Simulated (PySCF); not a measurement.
Electron correlation in As⁺ (arsenic, charge +1)

[Ar] 3d10 4s2 4p2, high-spin 3P determinant. Computed with PySCF 2.14 in def2-SVP (5s4p3d, 32 functions), with the non-relativistic Hamiltonian (point nucleus). Frozen: [Ar] 3d10; 4 electrons correlated.

MP2 pair energies summed by pair of shells (mhartree):

```
 pair  energy  share (%)
4s-4p  -26.38       59.8
4s-4s  -13.29       30.1
4p-4p   -4.44       10.1
```

Total MP2 correlation energy: -44.11 mhartree.

Same-spin part -7.18 and opposite-spin part -36.93 mhartree; SCS-MP2 scales them by 1/3 and 6/5 to -46.71 mhartree.

```tsv
level	correlation energy (mhartree)
CCSD	-61.02
(T)	-0.78
CCSD(T)	-61.80
```

Diagnostics: T1 = 0.0070, D1 = 0.0193, largest double amplitude 0.100.

Cost of the coupled-cluster step: 0.14 s of wall time on 1 thread of Neoverse-V1 (shared host), for 4 correlated electrons.
